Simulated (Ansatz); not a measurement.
Abridged output of a molecular run in Ansatz:

```
Functional definition: HF
  name "HF"
  cite "Fock, Z. Phys. 61, 126 (1930) doi:10.1007/BF01340294"
  parent pbe
  exchange = exact_x
  correlation = 0
1765 factors; integrals over basis functions are off by at most 1.1e-3 eV
mean field evaluation 1: about -17737.2701 eV, gradient 4.2e1 eV
mean field evaluation 2: about -17737.6024 eV, gradient 4.2e1 eV
mean field evaluation 4: about -17741.4653 eV, gradient 4.8e0 eV
mean field evaluation 8: about -17741.5393 eV, gradient 3.0e-1 eV
mean field -17741.53981966 eV, -651.9895627250 hartree, gradient 2.6e-6 eV, S^2 0.000000; 0 other end points of the search recorded, 0 dependent functions left out
10 core orbitals not correlated: weight in the atoms' cores, before any rotation towards them, 1.000 or more for the frozen orbitals, at most 0.000 for the correlated occupied ones
reference -17741.53981966 eV, -651.9895627250 hartree; 18, 18 occupied and 267, 267 virtual orbitals, 1765 factors
second order -29.69785418 eV of doubles, -0.00000000 eV of singles
cycle   1  -30.16855106 eV  change   -4.7e-1 eV  update   1.2e-1
cycle   2  -30.87762494 eV  change   -7.1e-1 eV  update   3.3e-2
cycle   3  -31.03572122 eV  change   -1.6e-1 eV  update   1.7e-2
cycle   4  -31.02033626 eV  change    1.5e-2 eV  update   4.0e-3
cycle   5  -31.01900871 eV  change    1.3e-3 eV  update   1.8e-3
cycle   6  -31.01963463 eV  change   -6.3e-4 eV  update   5.1e-4
cycle   7  -31.01924330 eV  change    3.9e-4 eV  update   1.8e-4
cycle   8  -31.01917613 eV  change    6.7e-5 eV  update   5.3e-5
cycle   9  -31.01920075 eV  change   -2.5e-5 eV  update   1.8e-5
perturbative correction -1.23638594 eV, -0.0454363453 hartree
Total energy: -17773.79540635 eV, -653.1749336721 hartree
```

Its atoms:

Cartesian coordinates in Å:
```
C -0.0201 1.0502 -1.9275
O 0.1272 1.4189 -0.5683
B 0.0867 0.4705 0.3985
S 0.2807 0.9773 2.1458
O -0.0950 -0.8328 0.0654
C -0.1443 -1.8556 1.0369
H 0.0293 1.9641 -2.5189
H -0.9803 0.5581 -2.1007
H 0.7789 0.3733 -2.2403
H 0.4141 2.2800 1.8564
H 0.7955 -1.9149 1.5935
H -0.3087 -2.7991 0.5171
H -0.9640 -1.6902 1.7420
```

**Question.** Which basis set was used?
A. cc-pV(D+d)Z
B. def2-QZVPP
C. def2-TZVPPD
D. def2-TZVPP

**Answer.** D. It gives 295 functions.

**Question.** Write the keys of the input that set method, charge and spin (a neutral closed shell needs none for the last two).

**Answer.** 
```yaml
correlation: {method: ccsd_t}
```
